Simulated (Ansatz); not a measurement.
Several settings on one geometry of Cu3H4 (the lowest doublet isomer of a short search) (that of the charge 0 doublet, PBE-D4/def2-SVP). Ansatz on 4 threads of Arm Neoverse V1 on a shared host; times are rough.

Cartesian coordinates in Å:
```
Cu 1.470 -0.194 0.413
Cu -0.042 1.535 0.481
Cu -0.821 -0.549 -0.448
H 0.623 -1.403 -0.255
H -1.319 -1.888 -1.032
H -1.455 1.086 -0.127
H 1.544 1.413 0.967
```

Totals from different functionals, basis sets or treatments of relativity can't be compared as stabilities.

HSE06 is defined as in plane-wave codes, on full-range PBE exchange.

Scalar relativity in a set contracted without it gives distorted totals.

Question: Give the basis size and estimate the energy, ⟨S²⟩, dipole and time of these runs.

| run | method | charge | state | further keys |
| --- | --- | --- | --- | --- |
| 1 | UKS ωPBEh/def2-mTZVPP | 0 | doublet | fitting: {mean_field: def2-universal-jkfit}; forces asked |
| 2 | UKS HSE06/cc-pVDZ | 0 | doublet | final_grid: {core_spheres: 20, valence_spheres: 16, degree: 47}; scf: {omitted_lower_state_checks: [starts]} |
| 3 | UKS BHLYP-D3(BJ)/def2-SVP | 0 | doublet | final_grid: {core_spheres: 20, valence_spheres: 16, degree: 47}; pseudopotentials: {relativity: scalar}; scf: {omitted_lower_state_checks: [starts]}; forces asked |

Answer: 
| run | functions | energy (Eh) | ⟨S²⟩ | dipole (D) | wall time |
| --- | --- | --- | --- | --- | --- |
| 1 | 119 | -4923.2133 | 0.76 | 1.89 | 4.9 s |
| 2 | 149 | -4923.3140 | 0.76 | – | 14 s |
| 3 | 113 | -4957.4349 | 0.76 | 2.01 | 9.5 s |
